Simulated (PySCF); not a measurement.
# Computed vibrations of [TbF2]+

[TbF2]+ (singlet in the valence; each metal's 4f electrons, 8 of them, lie in its core potential, out of spins and levels). PySCF 2.14.0, RKS PBE0, Tb lcecp-1-SVP with ECP54, F def2-SVP; non-relativistic Hamiltonian with scalar-relativistic core potentials where named; density fitting; no spin-orbit coupling. Central differences of gradients.

```xyz
3

Tb    0.0000    0.0000   -0.2149
F     1.5877    0.0000    0.8990
F    -1.5877    0.0000    0.8990
```

Run from Python with OMP_NUM_THREADS=2. Where DIIS fails, smearing, a level shift and second-order steps follow.
It took 7.4 s on 2 threads of Arm Neoverse V2 (shared host).

What are the harmonic wavenumbers and infrared intensities?

Modes are labelled in C2v; negative numbers are unstable modes, those under 60 cm⁻¹ near the noise; a finer grid moves soft modes by up to 10 cm⁻¹.
```tsv
cm⁻¹	km/mol	symmetry
133	17.4	a1
660	156.3	b2
672	56.5	a1
```

Is this a minimum?

Yes. Ideal gas at 298.15 K and 1 bar: S = 303.2 J/(mol K), Cp = 48.8 J/(mol K), H − H(0 K) = 12.4 kJ/mol (rigid rotor, harmonic modes, spin degeneracy alone, that of the 4f electrons in the core included).

An lcecp potential fixes the number of 4f electrons, so in runs with it no electron can move into or out of that shell.
